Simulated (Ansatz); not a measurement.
C$_{9}$H$_{10}$ (`c1ccc2c(c1)CCC2`), relaxed with RKS PBE-D4/def2-SVP in the Gaussian-basis code of Ansatz from a rough embedded geometry. The force threshold is 0.03 eV/Å; the program also tests the step.

Charge 0, multiplicity 1.

Start:

```xyz
19

C    -2.091    1.031    1.005
C    -1.980   -0.227    1.572
C    -0.928   -1.064    1.231
C     0.008   -0.622    0.315
C    -0.103    0.641   -0.254
C    -1.151    1.475    0.086
C     1.016    0.909   -1.214
C     1.876   -0.371   -1.190
C     1.215   -1.348   -0.196
H    -2.916    1.672    1.280
H    -2.719   -0.560    2.286
H    -0.841   -2.046    1.674
H    -1.238    2.457   -0.357
H     1.588    1.785   -0.903
H     0.626    1.113   -2.214
H     1.930   -0.816   -2.184
H     2.895   -0.142   -0.880
H     0.925   -2.283   -0.682
H     1.888   -1.604    0.625
```

**Question.** How much energy does the relaxation release, and in how many steps? (Estimate.)

**Answer.** Ansatz gave: 0.20 eV, in 16 steps, 2 of them rejected.

**Question.** Which bonds change most? (An estimate is asked.)

**Answer.** The calculation gave: C4–C5 from 1.390 to 1.412 Å; C9–H19 from 1.092 to 1.115 Å; C7–H14 from 1.092 to 1.115 Å; C3–H12 from 1.081 to 1.102 Å.

**Question.** Give the relaxed structure. (An estimate is asked.)

**Answer.** Ansatz gave: 
```xyz
19

C    -2.164    1.004    0.934
C    -2.051   -0.273    1.510
C    -0.942   -1.088    1.224
C     0.048   -0.613    0.354
C    -0.065    0.670   -0.225
C    -1.169    1.483    0.064
C     1.136    0.954   -1.101
C     1.734   -0.453   -1.343
C     1.332   -1.276   -0.096
H    -3.040    1.631    1.161
H    -2.840   -0.639    2.186
H    -0.858   -2.090    1.675
H    -1.262    2.483   -0.389
H     1.857    1.604   -0.554
H     0.880    1.488   -2.039
H     1.258   -0.900   -2.241
H     2.827   -0.438   -1.524
H     1.219   -2.360   -0.304
H     2.103   -1.188    0.705
```
